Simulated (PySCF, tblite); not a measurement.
A set of runs on `C[C@@H]1C[P@@]1(C)=[Se]`; the geometry of each is named by its level. Settings lines and outputs come from a driver script.

Species: C4H9PSe.
Atom-mapped SMILES: `[CH3:1][C@@H:2]1[CH2:3][P@@:4]1([CH3:5])=[Se:6]` (hydrogens: H7, H8, H9 on C1; H10 on C2; H11, H12 on C3; H13, H14, H15 on C5)

Step 1: GFN2-xTB geometry optimisation, gas phase (tblite 0.8.0) (from a force-field or distance-geometry start)
```json
{"job": {"kind": "relax", "xc": "GFN2-xTB", "basis": "xTB"}, "charge": 0, "multiplicity": 1}
```
```
step      E/eV     max force
  0    -512.09784    1.451
  1    -512.22429    0.652
  2    -512.26191    0.535
...
 74    -512.52742    0.023
 75    -512.52752    0.021
 76    -512.52757    0.017
 77    -512.52760    0.012
 78    -512.52762    0.008
```

Energy lowered by 9.9 kcal/mol over 78 steps; largest atomic force 0.008 eV/Å at the end. «max force» is the largest atomic force in eV/Å.

The run took 0.37 s on one thread, Arm Neoverse V2 (aarch64), shared host with 96 logical CPUs at a one-minute load of 33.

Step 2: GFN2-xTB harmonic vibrations, gas phase (tblite 0.8.0) (on the GFN2-xTB geometry)
```json
{"job": {"kind": "ir", "xc": "GFN2-xTB", "basis": "xTB"}, "charge": 0, "multiplicity": 1}
```
```
(table of modes left out)
```

39 modes from 76 to 3062 cm⁻¹ (unscaled, harmonic); zero-point energy 74.4 kcal/mol; all wavenumbers are real at this level.

On Arm Neoverse V2, one thread, no GPU, shared host with 96 logical CPUs at a one-minute load of 33, this took 0.36 s of wall time.

Step 3: PBE0-D3(BJ)/def2-SVP geometry optimisation, gas phase (PySCF 2.14.0) (from the GFN2-xTB geometry)
```json
{"job": {"xc": "PBE0", "basis": "def2-SVP", "d3": "d3bj", "grid": 1, "shake": 0.01, "kind": "geom"}, "charge": 0, "multiplicity": 1}
```
```
step   0  E = -2899.63762994  max force = 0.031827
step   1  E = -2899.64167769  max force = 0.008406
step   2  E = -2899.64245239  max force = 0.005845
step   3  E = -2899.64275337  max force = 0.001794
...
step   9  E = -2899.64285524  max force = 0.000573
step  10  E = -2899.64284646  max force = 0.000857
step  11  E = -2899.64284702  max force = 0.000559
step  12  E = -2899.64284887  max force = 0.000301
optimisation converged
```

Final energy -2899.64285 Eh after 12 steps; dipole 4.82 D. Energies in Eh; «max force» is the largest Cartesian gradient component in Eh/bohr.

Time: 2.3 min of wall time; peak memory 0.62 GiB. Hardware: Arm Neoverse V2, one thread, no GPU, on a shared host.

Step 4: TDDFT CAM-B3LYP/def2-SVPD, vertical, gas phase, core orbitals frozen in the response (PySCF 2.14.0, density-fitted response routines) (on the PBE0-D3(BJ)/def2-SVP geometry)
```json
{"job": {"kind": "uv", "xc": "CAM-B3LYP", "basis": "def2-SVPD", "ip": true, "dynamic": false}, "charge": 0, "multiplicity": 1}
```
```
...
Static polarisability (au): isotropic 104.840, principal 86.220 96.249 132.051
Singlet excitations
state   eV       nm        f      main configurations
  1   4.5588    272.0   0.01145   H->L+1 0.49, H->L 0.41
  2   4.8625    255.0   0.01353   H-1->L+1 0.53, H-1->L 0.37
  3   5.4644    226.9   0.01293   H-1->L+2 0.60, H->L 0.10, H->L+2 0.10
  4   5.5678    222.7   0.02403   H->L 0.29, H->L+1 0.24, H-1->L+2 0.21
  5   5.5916    221.7   0.12891   H->L+2 0.56, H->L+5 0.12
  6   5.9058    209.9   0.08138   H-1->L 0.41, H-1->L+1 0.29
  7   6.0953    203.4   0.03115   H->L+6 0.64, H->L+4 0.11
  8   6.3219    196.1   0.00509   H->L+4 0.55, H->L+3 0.33
  9   6.4571    192.0   0.01869   H->L+3 0.38, H->L+6 0.14, H->L+4 0.12
 10   6.5336    189.8   0.02072   H->L+5 0.45, H->L+7 0.19
Triplet excitations (Tamm-Dancoff, eV): 4.0532 4.2815 4.7394 5.2773
Vertical ionisation energy (delta-SCF) = 7.8223 eV
```

HOMO -7.07 eV, LUMO 0.82 eV; lowest singlet 4.56 eV; lowest triplet 4.05 eV (Tamm–Dancoff); mean polarisability 104.8 au.

On Arm Neoverse V2, one thread, shared host with 96 logical CPUs at a one-minute load of 40, this took 2.5 min of wall time and 1.0 GiB of memory at its peak.

Step 5: delta-SCF UKS SCAN, pcX-2 on the ionised atom, pcseg-1 elsewhere, spin-free X2C (PySCF 2.14.0) (on the PBE0-D3(BJ)/def2-SVP geometry)
```json
{"job": {"kind": "xps"}, "charge": 0, "multiplicity": 1}
```
```
...
ground state, core basis on atom 0 (C), 177 functions
  E(ground) = -2923.36843720 Eh
hole in C 1s of atom 0
  E(ion) = -2912.67018737 Eh   <S^2> = 0.7682   hole on atom = 1.000   binding energy = 291.114 eV
ground state, core basis on atom 1 (C), 177 functions
  E(ground) = -2923.37145129 Eh
hole in C 1s of atom 1
  E(ion) = -2912.68680780 Eh   <S^2> = 0.7775   hole on atom = 1.000   binding energy = 290.744 eV
ground state, core basis on atom 2 (C), 177 functions
  E(ground) = -2923.37112483 Eh
hole in C 1s of atom 2
  E(ion) = -2912.69269638 Eh   <S^2> = 0.7754   hole on atom = 1.000   binding energy = 290.575 eV
ground state, core basis on atom 3 (P), 188 functions
  E(ground) = -2923.46406858 Eh
hole in P 1s of atom 3
  E(ion) = -2844.41139883 Eh   <S^2> = 0.7524   hole on atom = 1.000   binding energy = 2151.133 eV
hole in P 2p of atom 3
  E(ion) = -2918.40330487 Eh   <S^2> = 0.7541   hole on atom = 1.002   binding energy = 137.710 eV
  2p3/2 = 137.386 eV   2p1/2 = 138.274 eV
ground state, core basis on atom 4 (C), 177 functions
  E(ground) = -2923.36901149 Eh
hole in C 1s of atom 4
  E(ion) = -2912.67218821 Eh   <S^2> = 0.7707   hole on atom = 1.000   binding energy = 291.075 eV
```

C1s of C1 291.11 eV; C1s of C2 290.74 eV; C1s of C3 290.57 eV; P1s of P4 2151.13 eV; P2p of P4 137.68 eV (mean of the 2p shell); C1s of C5 291.08 eV. SCF cycles are left out; they run on a coarse grid, and E(ground) and E(ion) are re-evaluated on a finer one. For a 2p shell the printed binding energy is that of one 2p hole without spin–orbit coupling; the 2p3/2 and 2p1/2 values follow from a further step that adds the ground-state splitting of the three 2p orbitals and a mean-field spin–orbit operator, and the shell mean corrects the one hole to the average of the three. The log counts atoms from 0, this text from 1.

On Arm Neoverse V2, one thread, shared host with 96 logical CPUs at a one-minute load of 37, this took 71 s of wall time and 0.64 GiB of memory at its peak.

Geometry of the electronic-property runs (PBE0-D3(BJ)/def2-SVP):
```
atom  x, y, z in Å
C1    -1.4479   -0.6847    0.6656
C2    -0.9389   -0.3010   -0.6979
C3     0.2878   -0.9973   -1.3077
P4     0.4825    0.7819   -1.0324
C5     1.4669    1.0518    0.4715
Se6    0.5481    2.2454   -2.5204
H7    -1.9588   -1.6607    0.6224
H8    -2.1659    0.0576    1.0443
H9    -0.6358   -0.7754    1.4023
H10   -1.7279   -0.1065   -1.4353
H11    0.2171   -1.3369   -2.3455
H12    0.8494   -1.6757   -0.6545
H13    1.3723    0.2157    1.1775
H14    2.5175    1.1691    0.1716
H15    1.1320    1.9861    0.9434
```

 (This holds for the electronic-property runs.)
